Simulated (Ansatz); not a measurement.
Input for Ansatz (a program for electronic structure): U-PBE/cc-pVTZ on BrF, a point of a bond scan (R = 7.097 Å).

Ansatz 0.2 input:
```yaml
crystal:
  periodic: [false, false, false]
  atoms:
    - {symbol: Br, position_ang: [-0.00000000, -0.00000000, -0.36293761]}
    - {symbol: F, position_ang: [0.00000000, 0.00000000, 6.73450903]}
basis:
  gaussian:
    orbitals: cc-pVTZ
hamiltonian:
  xc: {name: PBE}
magnetization: {spin_polarized: true, initial_magnetization: 0}
```

Program output:

```
WARN ansatz: RAYON_NUM_THREADS=1 ignored (pool sized by the plan → 1); use --threads N
Functional definition: PBE
integrals: 0.01 GiB planned
520 factors; their error is unknown
mean field: 0.14 GiB planned
mean field evaluation 1: about -72733.0680 eV, gradient 4.2e1 eV
mean field evaluation 2: about -72304.2503 eV, gradient 1.3e2 eV
mean field evaluation 4: about -72733.6526 eV, gradient 3.8e1 eV
mean field evaluation 8: about -72734.7062 eV, gradient 3.3e1 eV
mean field evaluation 16: about -72746.4161 eV, gradient 1.8e-5 eV
mean field evaluation 32: about -72747.7253 eV, gradient 5.2e-3 eV
mean field evaluation 64: about -72747.7261 eV, gradient 2.1e-1 eV
mean field evaluation 96: about -72747.5027 eV, gradient 1.0e0 eV
mean field evaluation 128: about -72747.7259 eV, gradient 3.5e-3 eV
mean field evaluation 160: about -72726.7260 eV, gradient 3.7e1 eV
mean field evaluation 192: about -72747.6865 eV, gradient 2.0e-2 eV
mean field evaluation 224: about -72745.6790 eV, gradient 9.6e0 eV
mean field evaluation 256: about -72747.7265 eV, gradient 1.9e-6 eV
mean field evaluation 288: about -72747.7242 eV, gradient 3.2e-2 eV
mean field evaluation 320: about -72747.7240 eV, gradient 8.0e-3 eV
mean field evaluation 352: about -72747.7234 eV, gradient 8.5e-2 eV
mean field evaluation 384: about -72747.7240 eV, gradient 1.5e-2 eV
mean field evaluation 416: about -72747.7239 eV, gradient 1.2e-3 eV
mean field evaluation 448: about -72747.6894 eV, gradient 3.1e0 eV
mean field evaluation 480: about -72747.7262 eV, gradient 1.2e-2 eV
mean field evaluation 512: about -72747.7264 eV, gradient 8.6e-3 eV
mean field evaluation 544: about -72729.4292 eV, gradient 3.8e1 eV
mean field evaluation 576: about -72747.6236 eV, gradient 1.2e0 eV
mean field evaluation 608: about -72747.7123 eV, gradient 1.4e0 eV
mean field evaluation 640: about -72747.7240 eV, gradient 3.8e-3 eV
mean field evaluation 672: about -72747.7242 eV, gradient 3.6e-4 eV
mean field evaluation 704: about -72747.6389 eV, gradient 3.2e0 eV
mean field evaluation 736: about -72747.7241 eV, gradient 2.3e-3 eV
mean field evaluation 768: about -72747.7239 eV, gradient 6.0e-4 eV
mean field evaluation 800: about -72747.7229 eV, gradient 3.6e-1 eV
mean field -72747.72649547 eV, -2673.4296385285 hartree, gradient 7.3e-6 eV, S^2 1.003450; 33 other end points of the search recorded, 0 dependent functions left out
reference -72747.72652115 eV, -2673.4296394721 hartree; 22, 22 occupied and 51, 51 virtual orbitals, 520 factors
Total energy: -72747.72652115 eV, -2673.4296394721 hartree
```

The calculation finished and met its thresholds. Its determinant has ⟨S²⟩ = 1.00, a mixture of spin states.

Cost: around 50 core-seconds (rough).
